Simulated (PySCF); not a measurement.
A calculated (PBEsol, PySCF 2.14, dyall-av2z, the non-relativistic Hamiltonian (point nucleus)) atom or ion has these occupied shells.

| shell | electrons | orbital energy (eV) | rms radius, mean of both spins (bohr) |
| --- | --- | --- | --- |
| 1s β | 1 | -5326.6 | 0.0777 |
| 1s α | 1 | -5326.5 | 0.0777 |
| 2s α | 1 | -601.79 | 0.338 |
| 2s β | 1 | -600.78 | 0.338 |
| 2p α | 3 | -508.90 | 0.305 |
| 2p β | 3 | -508.14 | 0.305 |
| 3s α | 1 | -77.353 | 1.03 |
| 3s β | 1 | -74.677 | 1.03 |
| 3p α | 3 | -52.204 | 1.11 |
| 3p β | 3 | -49.585 | 1.11 |
| 3d α | 3 | -13.759 | 1.53 |
| 4s β | 1 | -10.822 | 3.34 |

**Question.** Name the element and its charge.

**Answer.** V⁺ (vanadium, charge +1), in [Ar] 3d3 4s1, 4s spin antiparallel (an excited configuration).
